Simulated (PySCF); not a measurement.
Species: C7H7O2 (charge -1).
Cartesian coordinates in Å at the GFN2-xTB level; atoms count from 1:
```
atom  x, y, z in Å
O1     3.0283   -0.7401    1.2393
C2     2.4943   -0.6259    0.1250
O3     2.9627   -0.8772   -0.9977
C4     1.0407   -0.0965    0.1326
C5     0.3098    0.2347    1.1955
C6    -1.0640    0.6528    0.8177
C7    -1.8809   -0.4195    0.1419
C8    -1.1063    0.5612   -0.6864
C9     0.2691    0.1176   -1.1476
H10    0.6456    0.1930    2.2168
H11   -1.5765    1.4220    1.3843
H12   -1.5218   -1.4371    0.1953
H13   -2.9602   -0.3273    0.1593
H14   -1.6534    1.2740   -1.2922
H15    0.2457   -0.8019   -1.7360
H16    0.7595    0.8792   -1.7594
```

The geometry is computed with GFN2-xTB (gas phase).

Take the most abundant isotopes and a rigid rotor. The values belong to one conformer with, in the numbering `[O:1]=[C:2]([O-:3])[C:4]1=[CH:5][C@@H:6]2[CH2:7][C@@H:8]2[CH2:9]1`, O1–C2–C4–C5 -1°.

Q: What are A, B and C (GHz)?

A: Ia = 122.77, Ib = 440.25, Ic = 521.23 u·Å²; 505379 MHz·u·Å²/I gives 4116, 1148 and 969.6 MHz, that is A = 4.1165, B = 1.1479, C = 0.9696 GHz.

Q: What kind of rotor is it?

A: An asymmetric top; Ray's κ = -0.887.

Q: What does the inertial defect say?

A: Not planar: Δ = Ic − Ia − Ib = -41.79 u·Å². For a rigid frame Δ = −2 Σ m c², so Σ m c² = 20.89 u·Å² lies off the ab plane: 7.62 from hydrogen and 13.28 from heavier atoms. The atom farthest from that plane is 1.77 Å away.

Q: Give the other two planar moments, Paa and Pbb, and the rms extents of the mass along the axes.

A: Paa = Σ m a² = (Ib + Ic − Ia)/2 = 419.35 and Pbb = Σ m b² = (Ia + Ic − Ib)/2 = 101.87 u·Å². With the mass M = 123.04 u, the rms extents √(P/M) along a, b and c are 1.85, 0.91, 0.41 Å.

Q: List the rotational levels J(Ka,Kc) to J = 3 (MHz).

A: Above 0(0,0):
J = 1: 1(0,1) 2118, 1(1,1) 5086, 1(1,0) 5264
J = 2: 2(0,2) 6345, 2(1,2) 9143, 2(1,1) 9678, 2(2,1) 18583, 2(2,0) 18591
J = 3: 3(0,3) 12666, 3(1,3) 15223, 3(1,2) 16293, 3(2,2) 24936, 3(2,1) 24975, 3(3,1) 40229, 3(3,0) 40230
Those of J = 1 are B + C, A + C and A + B.

No frequency check. Constants of a rigid frame at the computed geometry: no zero-point averaging, no centrifugal distortion.
